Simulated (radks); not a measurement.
Results of a calculation; reference values are marked as such.
Problem. Excited configurations of Au+: one electron is placed in a higher orbital outside [Xe] 4f14 5d9. The ground configuration is [Xe] 4f14 5d10. Code: a radial shooting solver on a logarithmic mesh with Libxc functionals. Model: Dirac Kohn-Sham, LDA (Slater exchange, Perdew-Wang correlation), spin-unpolarised, spherical densities, point nucleus; open shells are shared between the two j in proportion to 2j + 1. Excitation = E - E(ground); binding = E(ion) - E, where the ion is the core of charge +2; n* = 2/sqrt(2 binding) in atomic units, and the quantum defect is n - n*. Eigenvalue and <r> are those of j = l + 1/2.

outer orbital  excitation (eV)  binding (eV)     n*  quantum defect  eigenvalue (eV)  <r> (bohr)
5f                      17.985         3.538  3.922           1.078           -2.494       8.474
6s                       2.623        18.900  1.697           4.303          -14.725       2.554
6p                       9.747        11.776  2.150           3.850           -8.232       3.481
6d                      15.821         5.702  3.089           2.911           -4.088       5.929
7s                      14.458         7.065  2.775           4.225           -5.555       6.017
7p                      16.155         5.368  3.184           3.816           -4.084       7.611
7d                      18.145         3.378  4.014           2.986           -2.583       11.17
7f                      19.808         1.714  5.634           1.366           -1.341       21.84

Estimate the row for 6f.

Solution. excitation (eV) 19.123; binding (eV) 2.400; n* 4.762; quantum defect 1.238; eigenvalue (eV) -1.813; <r> (bohr) 14.44. The Delta-SCF ionisation energy is 21.523 eV (NIST Atomic Spectra Database: 20.20 eV, measured). Self-interaction in the functional shifts the binding energies and quantum defects, so they are the method's values and not measured ones. Spin polarisation and multiplet splitting are left out, so open shells lie too high by an amount that depends on their filling. Sharing an open shell by 2j + 1 raises it above the true ground level by a part of the spin-orbit splitting, which enters the differences from NIST.

Beside tabulated values, note that spin-unpolarised runs miss the spin-polarisation part of the exchange energy of open shells.
